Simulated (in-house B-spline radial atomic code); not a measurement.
Checks on a self-consistent run for Sm³⁺, [Xe] 4f5. Computed with a radial B-spline atomic code at the basis-set limit: Dirac-Hartree-Fock, average of configuration, Fermi nucleus of rms radius 5.0819 fm.

```
orbital       q       ε (Eh)     <1/r>         <r²>  small-component weight
  1s1/2       2  -1732.34972     68.81  0.000704668                0.053121
  2s1/2       2   -288.27917   16.3722    0.0110322                0.011697
  2p1/2       2   -272.60712   16.3101   0.00806822                0.011697
  2p3/2       4   -250.39032   14.5501   0.00930448                0.010903
  3s1/2       2    -65.91295   5.96876    0.0736271               0.0036885
  3p1/2       2    -59.15573   5.87124    0.0690352               0.0036164
  3p3/2       4    -54.56214   5.43161     0.076088               0.0034011
  3d3/2       4    -42.99703   5.29004     0.061317               0.0032605
  3d5/2       6    -42.01282   5.17952    0.0633004                0.003197
  4s1/2       2    -14.85939   2.46486     0.377105               0.0011347
  4p1/2       2    -12.18991   2.35727     0.399794               0.0010616
  4p3/2       4    -11.16960   2.21822     0.436636              0.00099438
  4d3/2       4     -6.71413   1.99378     0.509867              0.00083137
  4d5/2       6     -6.52859   1.95726     0.525218              0.00081101
  5s1/2       2     -3.00568  0.941217      2.19299              0.00023427
  5p1/2       2     -2.16803  0.845192      2.68476              0.00019419
  5p3/2       4     -2.01534  0.797847      2.95456                0.000177
  4f5/2  2.1429     -1.57855   1.46732     0.963161              0.00048656
  4f7/2  2.8571     -1.55758    1.4538     0.982655               0.0004794
```

Electron-electron repulsion V_ee = 3756.3482 hartree.

(1) What total energy follows from the eigenvalues?

(2) Does the Dirac virial theorem hold?

(3) What diamagnetic shielding (Lamb formula) and susceptibility (Langevin formula) do the radii give?

Answers

(1) The eigenvalues count the repulsion twice, so E = Σqε - V_ee = -6671.531 - 3756.348 = -10427.879 hartree; the run printed -10427.879.

(2) For a point nucleus E = -2c²Σq·w, with w the small-component weight. Here Σq·w = 0.27762 and c = 137.0360, so the ratio E/(-2c²Σq·w) is 1.000117; the finite nucleus accounts for the departure from 1.

(3) σ = (α²/3)Σq<1/r> = 411.127/(3·137.036²) = 7297.7 ppm, and χ = -0.79199×10⁻⁶·Σq<r²> = -28.69×10⁻⁶ cm³/mol with Σq<r²> = 36.228 bohr². Both are non-relativistic formulas without the paramagnetism of open shells; for so heavy an element the full relativistic shielding is larger by tens of per cent.
